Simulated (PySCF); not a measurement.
From one molecule to another.

First species: C7H15FSi.
Numbering: `[CH3:1][CH2:2][C@@:3]([CH3:4])([SiH3:5])[C@H:6]1[CH2:7][C@@H:8]1[F:9]` (hydrogens: H10, H11, H12 on C1; H13, H14 on C2; H15, H16, H17 on C4; H18, H19, H20 on Si5; H21 on C6; H22, H23 on C7; H24 on C8)

Second species: C7H15FSi.
Atom-mapped SMILES: `[CH3:1][CH2:2][C@@H:3]1[CH2:4][CH2:5][SiH2:6][CH2:7][C@@H:8]1[F:9]` (hydrogens: H10, H11, H12 on C1; H13, H14 on C2; H15 on C3; H16, H17 on C4; H18, H19 on C5; H20, H21 on Si6; H22, H23 on C7; H24 on C8)

Levels: PBE0/pcSseg-1 for HOMO energy, LUMO energy and HOMO–LUMO gap. Geometries: GFN2-xTB. All species are isolated and taken at one optimised geometry, non-relativistic unless stated. Electronic properties by PySCF.

The conformers computed, where there is a choice (atom-mapped SMILES and torsion angles):
- `[CH3:1][CH2:2][C@@:3]([CH3:4])([SiH3:5])[C@H:6]1[CH2:7][C@@H:8]1[F:9]`: C1–C2–C3–C4 63°, C2–C3–C6–C7 97°

The conformers of `CC[C@@H]1CC[SiH2]C[C@@H]1F` aren't listed.

Values for the first species:

```
HOMO energy   : -7.49 eV
LUMO energy   : 0.77 eV
HOMO–LUMO gap : 8.26 eV
```

Task: Estimate the same properties for the second species, and the change in each.

Result: 
```json
{"property": "HOMO energy", "first": "-7.49 eV", "second": "-7.90 eV", "second less first": "-0.41 eV"}
{"property": "LUMO energy", "first": "0.77 eV", "second": "1.00 eV", "second less first": "+0.23 eV"}
{"property": "HOMO–LUMO gap", "first": "8.26 eV", "second": "8.90 eV", "second less first": "+0.64 eV"}
```

